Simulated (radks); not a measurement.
Q: Isoelectronic series with 10 electrons, all held in the configuration [Ne], which need not be the ground one along the series. All-electron calculation, scalar-relativistic Kohn-Sham, SCAN, spin-polarised, spherical densities, finite nucleus; meta-GGA in the generalised Kohn-Sham scheme; Fermi nuclear charge, rms radius of each element as measured or else 0.836 A^(1/3) + 0.57 fm. Program: a radial shooting solver on a logarithmic mesh with Libxc functionals. Total energies (hartree) and orbital eigenvalues (eV):

ion,E (hartree),2p,2s
Ne,-129.10054,-13.9791,-38.4905
Mg2+,-199.57440,-68.0541,-103.0620
Al3+,-240.88619,-105.8187,-146.2067
Si4+,-286.24757,-150.5646,-196.4031
S6+,-389.13625,-260.8319,-317.7917
Cl7+,-446.67535,-326.3138,-388.9578
Ar8+,-508.28792,-398.6829,-467.1062

Estimate the row of P5+.

A: E (hartree) -335.66263; 2p -202.2442; 2s -253.6048.
